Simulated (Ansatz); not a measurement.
# Which level was it?

The species is GaHSF2 (5 atoms), meant as a singlet with charge 0. SMILES: `[F][Ga]([F])[SH]`. The shape is that of a PBE0-D4/def2-TZVP optimisation.

```xyz
5

F    -0.3264   -1.4861    1.6586
Ga    0.1427   -0.3890    0.3977
F     1.8557   -0.2712    0.1214
S    -1.2985    0.7492   -0.7456
H    -0.3236    1.3235   -1.4736
```

A calculation with Ansatz 0.2.0 gave:

The total energy is -2523.2142 Eh, the dipole moment is 2.06 D and the HOMO energy is -8.21 eV. The LUMO energy is -1.97 eV. The HOMO–LUMO gap is 6.24 eV. The largest force is 0.423 eV/Å.

**Question.** Which of these levels gave the numbers?
A. HF/STO-3G
B. HF/3-21G
C. B3LYP/6-31G* (Cartesian functions)
D. B3LYP/6-31G* (spherical functions)

**Answer.** C. The others give -2523.2026 Eh (B3LYP/6-31G* (spherical functions)), -2507.9417 Eh (HF/3-21G), -2490.7554 Eh (HF/STO-3G).
